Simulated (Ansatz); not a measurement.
Consider the formal exchange of groups at the In–N bond: `C[N](C)[In]([NH2])[OH]` + `C=CC(=O)O` → `[NH2][In]([OH])[C](=O)O` + `C=CN(C)C`.

Calculated with Ansatz (gas phase, PBE0-D4/def2-TZVP geometries, no zero-point term in ΔE). CBS: MP2 limit from def2 TZ/QZ plus the TZ coupled-cluster correction, frozen cores. Functionals use def2-TZVPP. B3LYP here is the variant with VWN-RPA as its local correlation; programs differ in this. Elements past krypton have def2 core potentials. For In outer-core shells are correlated without core-valence functions, which leaves a few kJ/mol of doubt a bond. One conformer a species, not always the lowest.

| level | ΔE (kJ/mol) | difference from CCSD(T)/CBS |
| --- | --- | --- |
| r2SCAN-D4 | 15.6 | -19.0 |
| PBE0-D4 | 15.0 | -19.6 |
| B3LYP-D4 | 16.0 | -18.6 |
| r2SCANh-D4 | 17.8 | -16.8 |
| BHLYP-D4 | 26.8 | -7.8 |
| ωB97X-V | 22.2 | -12.4 |
| ωB97M-V | 20.1 | -14.5 |
| PBE-QIDH | 24.5 | -10.1 |
| revPBE | 6.0 | -28.6 |
| r2SCANh | 17.6 | -17.0 |
| BHLYP | 25.0 | -9.6 |
| CAM-B3LYP | 18.6 | -16.0 |
| SCS-MP2/def2-TZVPP | 32.5 | -2.1 |
| HF/def2-QZVPP | 39.2 | 4.6 |
| MP2/def2-QZVPP | 32.3 | -2.3 |
| HF/CBS(def2) | 39.2 | 4.6 |
| CCSD(T)/CBS | 34.6 | 0 |

Largest T1 diagnostic among the species: 0.017.

In def2-TZVPP, CCSD(T) changes the Hartree–Fock value by −8.4 kJ/mol (the triples alone add −2.2 kJ/mol) and MP2 by −9.0 kJ/mol. At CCSD(T), def2-SVP lies −3.5 kJ/mol from the extrapolated value and def2-TZVPP −4.3 kJ/mol. From r2SCAN to r2SCAN0 (25 % exact exchange), in def2-TZVPP and without D4, ΔE moves by +5.0 kJ/mol.
